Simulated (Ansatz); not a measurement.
The lowest singlet and triplet of NH (SMILES [NH]); geometries from B3LYP-D3(BJ)/def2-TZVP, each state relaxed from the structure named, with no frequency check, low spin by broken symmetry.
Singlet at the triplet's geometry (charge 0, multiplicity 1):
```xyz
2

N      0.000     0.000    -0.130
H      0.000     0.000     0.912
```

A positive gap puts the triplet lower; no zero-point energy. R- takes a restricted singlet, here one determinant of a half-filled degenerate or near-degenerate pair, which mixes singlet states. The triplet is unrestricted in single-reference levels. Active spaces average the two states.

Correlated levels freeze the cores.

Programs: Ansatz (an electronic-structure program). Each number belongs to the level named beside it.

```tsv
level	gap E(singlet) − E(triplet), vertical, at the triplet's geometry (kcal/mol)
R-HF/cc-pVQZ	66.75
R-BHLYP/def2-TZVPP	52.89
R-MP2/cc-pVTZ	54.10
R-SCS-MP2/cc-pVDZ	54.04
R-CCSD/cc-pVTZ	47.73
R-CCSD/cc-pVQZ	46.65
SA-CASSCF(6,5)/cc-pVDZ	46.35
FIC-NEVPT4(SD) on SA-CASSCF(6,5)/cc-pVDZ	42.22
FIC-MRCISD+Q on SA-CASSCF(6,5)/cc-pVTZ	___
```

Question: Fill in the missing entries.

Answer: 
- FIC-MRCISD+Q on SA-CASSCF(6,5)/cc-pVTZ, gap E(singlet) − E(triplet), vertical, at the triplet's geometry (kcal/mol): 38.10

Doubts at one or more of the structures used: a restricted determinant that unrestricted orbitals would lower (R-HF/cc-pVQZ, R-BHLYP/def2-TZVPP, R-MP2/cc-pVTZ, R-SCS-MP2/cc-pVDZ, R-CCSD/cc-pVTZ, R-CCSD/cc-pVQZ).
